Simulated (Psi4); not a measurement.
Two rigid molecules brought together: H3Al ··· H3Al (SMILES [AlH3] and [AlH3]). Monomers: optimised at B3LYP-D3(BJ) (def2-TZVP), held rigid. Orientation: lowest of the rigid-body minima from ten starts at GFN2-xTB. Only R, the distance of the centres of mass, is varied, so the lowest point isn't the relaxed dimer.

Level of theory: SAPT0/jun-cc-pVDZ, frozen core run with Psi4 1.11.

Components in kcal/mol:

| R / Å | electrostatics | exchange | induction | dispersion | total |
|---|---|---|---|---|---|
| 2.77 | -29.98 | 55.02 | -15.36 | -8.53 | 1.14 |
| 2.97 | -19.81 | 34.83 | -9.75 | -6.17 | -0.89 |
| 3.15 | -13.53 | 22.72 | -6.30 | -4.59 | -1.70 |
| 3.50 | -6.43 | 9.50 | -2.54 | -2.58 | -2.04 |
| 3.74 | -3.91 | 5.08 | -1.32 | -1.74 | -1.89 |
| 4.30 | -1.38 | 1.10 | -0.28 | -0.72 | -1.28 |
| 4.96 | -0.52 | 0.16 | -0.05 | -0.28 | -0.68 |
| 5.95 | -0.18 | 0.01 | -0.01 | -0.08 | -0.26 |
| 7.29 | -0.06 | 0.00 | 0.00 | -0.02 | -0.08 |
